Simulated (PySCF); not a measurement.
# Electron correlation in Ca (calcium, neutral)

[Ar] 3d1 4s1, high-spin 3D determinant (an excited configuration). All numbers are calculated (PySCF 2.14, the spin-free X2C one-electron Hamiltonian (Gaussian nucleus), in aug-cc-pwCVTZ-X2C with one added diffuse shell each of s, p, d, f type (10s9p7d4f, 100 functions)). Frozen: [Ne]; 10 electrons correlated.

MP2 pair energies summed by pair of shells (mhartree):

```csv
pair,energy,share (%)
3p-3p,-151.69,63.4
3s-3p,-35.07,14.7
3p-3d,-24.08,10.1
3p-4s,-12.33,5.2
3s-3s,-7.95,3.3
3d-4s,-4.19,1.8
3s-3d,-3.04,1.3
3s-4s,-0.74,0.3
```

Total MP2 correlation energy: -239.09 mhartree.

Same-spin part -71.07 and opposite-spin part -168.02 mhartree; SCS-MP2 scales them by 1/3 and 6/5 to -225.31 mhartree.
